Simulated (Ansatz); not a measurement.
Cartesian coordinates in Å:
```
Al -0.433 -1.762 0.284
Si -0.431 0.508 -0.587
Zn 1.246 1.857 0.424
H 0.507 -2.873 -0.358
H -1.292 -2.136 1.569
H -1.754 1.167 -0.359
H -0.191 0.508 -2.064
H 2.348 2.730 1.092
```

Total charge 0; spin multiplicity 1.

(1) List the CAM-B3LYP/def2-TZVPP orbital energies in eV (Ansatz 0.2.0). (An estimate is asked.)

## Answers

(1) Ansatz gave: Occupied: -9452.00, -1800.29, -1526.49, -1151.11, -1014.54, -1014.54, -1014.47, -144.93, -133.95, -114.53, -100.25, -100.25, -100.24, -90.23, -90.23, -90.08, -75.29, -75.06, -75.05, -16.75, -16.14, -16.14, -16.04, -16.04, -15.80, -12.91, -11.06, -11.01, -9.90, -9.25, -8.10. Lowest empty: -1.18, -0.30, 0.13, 0.79, 1.68, 2.05, 2.22, 2.75.
